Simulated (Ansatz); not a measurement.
C₂H₇Sb, SMILES `C[CH2][SbH2]`, relaxed with RKS PBE-D4/def2-SVP in Ansatz from a rough embedded geometry. The force threshold is 0.03 eV/Å; the program also tests the step.

The species carries charge 0 and has multiplicity 1. Sb takes the def2 core potential.

Start:

```xyz
10

C     0.028    1.000   -0.204
C     0.865   -0.156    0.087
Sb   -0.363   -1.889    0.361
H     0.624    1.905   -0.318
H    -0.689    1.265    0.616
H    -0.586    0.888   -1.164
H     1.429    0.010    1.034
H     1.543   -0.360   -0.713
H    -1.346   -1.600   -1.098
H    -1.506   -1.063    1.399
```

| step | energy (eV) | largest force (eV/Å) | largest move (Å) |
| --- | --- | --- | --- |
| 1 | -8720.1306 | 2.581 | 0.000 |
| 2 | -8720.2810 | 0.969 | 0.198 |
| 3 | -8720.3766 | 0.535 | 0.086 |
| 4 | -8720.3872 | 0.050 | 0.048 |
| 5 | -8720.3876 | 0.008 | 0.007 |

End:

```xyz
10

C     0.022    1.109   -0.224
C     0.823   -0.149    0.093
Sb   -0.363   -1.997    0.381
H     0.689    1.990   -0.354
H    -0.696    1.352    0.586
H    -0.564    0.995   -1.159
H     1.415   -0.036    1.025
H     1.546   -0.392   -0.713
H    -1.343   -1.682   -1.020
H    -1.529   -1.189    1.386
```

Run time 8.5 s (2 threads of a server CPU on a shared host); peak host memory 0.12 GiB.
